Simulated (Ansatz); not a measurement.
One geometry of `[OH][Hf]([Cl])([Cl])[SeH]`, several functionals.

```yaml
crystal:
  periodic: [false, false, false]
  atoms:
    - {symbol: O, position_ang: [0.763140, -1.155621, -0.631271]}
    - {symbol: Hf, position_ang: [-0.333188, -0.103267, 0.483535]}
    - {symbol: Cl, position_ang: [0.452664, -0.121582, 2.686656]}
    - {symbol: Cl, position_ang: [-2.537591, -0.885672, 0.468971]}
    - {symbol: Se, position_ang: [-0.256650, 2.296118, -0.447483]}
    - {symbol: H, position_ang: [1.259015, -1.847858, -1.059434]}
    - {symbol: H, position_ang: [0.652609, 1.817884, -1.500974]}
basis:
  gaussian: {orbitals: def2-TZVPP}
hamiltonian: {xc: {name: wB97M-V}}
output: {forces: true, orbitals: {seedname: orbitals}}
```

```sh
$ ansatz run in.yaml --threads 2 --pin off --events-out ev --progress --plain --max-ram 22528MiB --backend cpu
```

It prints (some lines left out):

```
Functional definition: wB97M-V
1642 factors; their error is unknown
301 factors; integrals over basis functions are off by at most 2.0e-5 eV
mean field evaluation 1: about -93777.2182 eV, gradient 5.6e1 eV
mean field evaluation 2: about -93771.1536 eV, gradient 8.4e1 eV
mean field evaluation 4: about -93783.1291 eV, gradient 2.0e0 eV
mean field evaluation 8: about -93783.1416 eV, gradient 9.1e-2 eV
mean field evaluation 16: about -93783.4185 eV, gradient 1.5e-4 eV
mean field -93783.41849978 eV, -3446.4770611826 hartree, gradient 4.5e-5 eV, S^2 0.000000; 0 other end points of the search recorded, 0 dependent functions left out
reference -93783.41854924 eV, -3446.4770630003 hartree; 45, 45 occupied and 202, 202 virtual orbitals, 1642 factors
Total energy: -93783.41854924 eV, -3446.4770630003 hartree
Atom 0 at     0.763140    -1.155621    -0.631271 Å, force     0.064926    -0.097941    -0.053322 eV/Å
Atom 1 at    -0.333188    -0.103267     0.483535 Å, force     0.007962     0.100296    -0.046420 eV/Å
Atom 2 at     0.452664    -0.121582     2.686656 Å, force     0.037538    -0.010516     0.102810 eV/Å
Atom 3 at    -2.537591    -0.885672     0.468971 Å, force    -0.099279    -0.045588     0.000757 eV/Å
Atom 4 at    -0.256650     2.296118    -0.447483 Å, force     0.058673     0.008846    -0.081476 eV/Å
Atom 5 at     1.259015    -1.847858    -1.059434 Å, force    -0.008192     0.025622     0.001823 eV/Å
Atom 6 at     0.652609     1.817884    -1.500974 Å, force    -0.061628     0.019281     0.075829 eV/Å
Dipole moment:     0.387693    -0.388553    -0.387756 e Å
```

It took 26 s on 2 threads of an AMD EPYC 7R13 on a shared host, with 1.2 GiB of host memory at the peak.

The same input with `hamiltonian: {xc: pbe0, dispersion: d4}` and no forces (abridged; 7.5 s):

```
Functional definition: PBE0
mean field evaluation 16: about -93772.5324 eV, gradient 7.6e-5 eV
mean field -93772.53244135 eV, -3446.0770059141 hartree, gradient 7.9e-5 eV, S^2 0.000000
Total energy: -93772.72381026 eV, -3446.0840385921 hartree
```
